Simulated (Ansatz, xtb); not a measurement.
**Relative energy of two isomers of C4H5ClSSi**

We compare X, `[SiH3]c1cc(Cl)cs1`, a singlet, with Y, `[SiH3]c1sccc1Cl`, a singlet. Both are isolated molecules in the gas phase, relaxed with B3LYP-D3(BJ)/def2-SVP.

Q: Estimate which is lower in electronic energy at CCSD(T)/def2-SVP + ΔMP2/def2-TZVPP, and by roughly how much.

A: The CCSD(T)/def2-SVP + ΔMP2/def2-TZVPP calculation puts structure Y lower, by 5.63 kJ/mol.

The same difference at several levels:

```tsv
level	geometry	E(Y) − E(X) (kJ/mol)	departure from the last row (kJ/mol)	job, with rough time for the two
GFN2-xTB	GFN2-xTB	−2.93	+2.70	optimisation, 0.28 s
HF/STO-3G	GFN2-xTB	−0.70	+4.93	single point, 1.1 s
r2SCAN-D4/def2-SVP	GFN2-xTB	−2.49	+3.14	single point, 6 s
B3LYP-D3(BJ)/def2-SVP	B3LYP-D3(BJ)/def2-SVP	−8.21	−2.58	optimisation, 2 min
HF/def2-SVP	B3LYP-D3(BJ)/def2-SVP	−4.04	+1.59	part of the CCSD(T) run
MP2/def2-SVP	B3LYP-D3(BJ)/def2-SVP	−7.99	−2.36	part of the CCSD(T) run
CCSD(T)/def2-SVP	B3LYP-D3(BJ)/def2-SVP	−6.85	−1.22	single point
CCSD(T)/def2-SVP + ΔMP2/def2-TZVPP	B3LYP-D3(BJ)/def2-SVP	−5.63		single point, 85 s
```

As drawn, both hold the same kinds of bond in the same numbers.

HF/STO-3G finds them nearly level. The largest departure from CCSD(T)/def2-SVP + ΔMP2/def2-TZVPP is that of HF/STO-3G, 4.93 kJ/mol. The last row adds to CCSD(T) the change of the MP2 difference between the two basis sets, here +1.22 kJ/mol.

With thermal terms from frequencies at re-optimised GFN2-xTB minima (ideal gas, soft modes damped towards free rotors, one conformer each, 298.15 K, 1 atm): the zero-point term adds +0.36 kJ/mol; ΔH is −5.41 and ΔG −5.01 kJ/mol.

The correlated steps freeze 19 core orbitals. Run with Ansatz 0.2.0, xtb 6.7.1; the last row on 2 threads of Intel(R) Xeon(R) Platinum 8259CL CPU @ 2.50GHz (Skylake/Cascade Lake) on a shared host.
